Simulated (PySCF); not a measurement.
**Electronic structure of Ba⁺ (barium, charge +1) at the UHF level**

Configuration: [Xe] 6s1, 2S determinant. Calculation: PySCF 2.14, in x2c-TZVPPall (11s7p6d2f1g, 85 functions); scalar relativity by spin-free X2C-1e.

- Total energy: -8131.443991 hartree
- One-electron energy: -11088.6151 hartree
- Hartree (Coulomb) energy: 3154.0049 hartree
- Exchange energy: -196.8338 hartree
- ⟨S²⟩: 0.7506
- ⟨L²⟩: 0.000
- Sum of ⟨r⟩: 38.81 bohr
- Sum of ⟨r²⟩: 67.72 bohr²
- Langevin diamagnetic susceptibility: -53.6 ×10⁻⁶ cm³/mol

```tsv
shell	electrons	mean orbital energy (hartree)	rms radius, mean of both spins (bohr)
1s α	1	-1382.80151	0.0292
1s β	1	-1382.80070	0.0292
2s α	1	-222.63825	0.119
2s β	1	-222.63732	0.119
2p α	3	-199.59043	0.106
2p β	3	-199.59023	0.106
3s α	1	-48.82611	0.311
3s β	1	-48.82466	0.311
3p α	3	-41.24178	0.311
3p β	3	-41.24136	0.311
3d α	5	-30.14258	0.289
3d β	5	-30.14234	0.289
4s α	1	-10.45219	0.715
4s β	1	-10.44941	0.715
4p α	3	-7.89781	0.762
4p β	3	-7.89693	0.762
4d α	5	-4.05286	0.863
4d β	5	-4.05203	0.863
5s α	1	-1.80315	1.76
5s β	1	-1.79521	1.76
5p α	3	-1.09749	2.04
5p β	3	-1.09387	2.04
6s α	1	-0.34557	4.79
```

Spin-orbit coupling, which splits the p, d and f shells strongly at this Z, is absent.

Densities and radii are taken from the X2C orbitals without a picture-change correction, which distorts them close to the nucleus.
